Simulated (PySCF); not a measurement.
Fe(OH)2: Fe(II) (d6), charge 0. The structure is a PBE0-D3(BJ)/def2-TZVP geometry optimised for multiplicity 5; coordination linear, point group C2h, metal–donor distances 1.78 Å.

```
5

Fe    0.000    0.000    0.000
O     0.000    0.000    1.785
H    -0.742    0.000    2.387
O     0.000    0.000   -1.785
H     0.742    0.000   -2.387
```

Method (PySCF 2.14, density fitting): CASSCF(6,5) with orbitals averaged over all microstates of the shell, strongly contracted NEVPT2 on the averaged canonical orbitals; basis x2c-TZVPall; spin-free X2C; gas phase; spin-orbit coupling by state interaction with the mean-field operator over all roots.

(1) Which term lies lowest, and with what spin?

(2) Where do the spin-allowed transitions within the shell lie?

(3) Which is the lowest state of another spin?

(4) What ligand-field parameters describe the result?

(5) What are the magnetic parameters?

5Bg (26 cm⁻¹) lies within 300 cm⁻¹ of 5Ag at NEVPT2 level, inside the method's error: their order is undecided, and g values and low-temperature moments can hang on it. Gaps between spin states lean to high spin in this active space.

The job took 5.4 s on one thread of Arm Neoverse V2 (shared host), with 122 basis functions, launched as `OMP_NUM_THREADS=1 python lf_run.py task.json out`.

Results:

(1) 5Ag (S = 2, orbital degeneracy 1), orbital occupations from the lowest 2.0 1.0 1.0 1.0 1.0, by NEVPT2, but only 26 cm⁻¹ below 5Bg, which doesn't decide their order.

(2) By NEVPT2: 5Bg at 26 cm⁻¹; 5Ag at 6573 cm⁻¹ (1521 nm); 5Ag at 6930 cm⁻¹ (1443 nm); 5Bg at 10926 cm⁻¹ (915 nm). All are electric-dipole forbidden at this geometry.

(3) 3Ag at 19103 cm⁻¹ by NEVPT2; CASSCF alone puts it at 20912 cm⁻¹ above the same ground state.

(4) At CASSCF level (the NEVPT2 levels don't fit a ligand-field model well): orbital energies 0, 16, 5495, 8129, 8888 cm⁻¹; B = 1057 cm⁻¹; C = 4131 cm⁻¹; B over its free-ion value at the same level 0.894; rms of the fit 486 cm⁻¹; ζ = 390 cm⁻¹ (free ion 412).

(5) Degenerate or low-lying orbital states mix with the ground state, so no spin-only Hamiltonian applies. The lowest spin-orbit level is 2-fold; the next lies at 197.4 cm⁻¹. The two lowest states form a pseudo-doublet split by 0.000 cm⁻¹ with g_z = 12.00. μeff is 6.23 μB at 300 K and 6.05 μB at 10 K; the spin-only value is 4.90 μB.
